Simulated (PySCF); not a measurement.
**Electron correlation in Os(56+) (osmium, charge +56)**

[Ar] 3d2, high-spin 3F determinant. All numbers are calculated (PySCF 2.14, the spin-free X2C one-electron Hamiltonian (Gaussian nucleus), in an even-tempered Gaussian basis (17 s from 15 bohr⁻², ratio 2.5; 12 p from 19 bohr⁻², ratio 2.5; 7 d from 19 bohr⁻², ratio 2.5; 4 f from 66 bohr⁻², ratio 2.7; 3 g from 100 bohr⁻², ratio 2.7)). Frozen: [Ne]; 10 electrons correlated; the 24 highest virtual orbitals of each spin left out.

MP2 pair energies summed by pair of shells (mhartree):

```
 pair   energy  share (%)
3p-3p  -280.68       58.0
3p-3d  -109.43       22.6
3s-3p   -56.09       11.6
3s-3d   -20.10        4.2
3s-3s   -12.37        2.6
3d-3d    -5.19        1.1
```

Total MP2 correlation energy: -483.86 mhartree.

At this charge the one-electron X2C treatment keeps the bare 1/r₁₂, with no two-electron picture change or Breit term. The effect here is smaller than on the frozen 1s shell; and a scalar Hamiltonian misses the large spin-orbit splitting of the p shells, which matters for ns² → np² pairs.

Spin-orbit coupling is strong in this species, so the high-spin LS determinant is a model state.
